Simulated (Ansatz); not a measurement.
`CB(N)N` and `CNB(C)N` differ in one atom or group.

Ansatz, PBE0-D4/def2-TZVP geometries, multiplicity 1. Each molecule was computed in one conformer, which needn't be the lowest.

| property | `CB(N)N` |
| --- | --- |
| LUMO energy (PBE/def2-TZVPP) / eV | 0.10 |
| HOMO energy (ωB97M-V/def2-TZVPP) / eV | -9.13 |
| HOMO–LUMO gap (ωB97M-V/def2-TZVPP) / eV | 11.27 |
| LUMO energy (PBE0/def2-TZVPP) / eV | 0.87 |
| HOMO energy (PBE/def2-TZVPP) / eV | -5.35 |
| HOMO energy (B3LYP/def2-TZVPP) / eV | -6.52 |

**Question.** What does the change do to each property? (Estimate.)

**Answer.** Ansatz gave: 
```tsv
property	`CNB(C)N`	shift
LUMO energy (PBE/def2-TZVPP) / eV	0.16	0.06
HOMO energy (ωB97M-V/def2-TZVPP) / eV	-8.65	0.48
HOMO–LUMO gap (ωB97M-V/def2-TZVPP) / eV	10.83	-0.44
LUMO energy (PBE0/def2-TZVPP) / eV	0.93	0.06
HOMO energy (PBE/def2-TZVPP) / eV	-4.96	0.39
HOMO energy (B3LYP/def2-TZVPP) / eV	-6.09	0.43
```

With PBE0 the HOMO rises by 0.44 eV and the LUMO rises by 0.06 eV, so the gap narrows by about 0.38 eV. PBE moves the HOMO by 0.39 eV and ωB97M-V by 0.48 eV.

B3LYP here is the variant with VWN-RPA as its local correlation; programs differ in this.
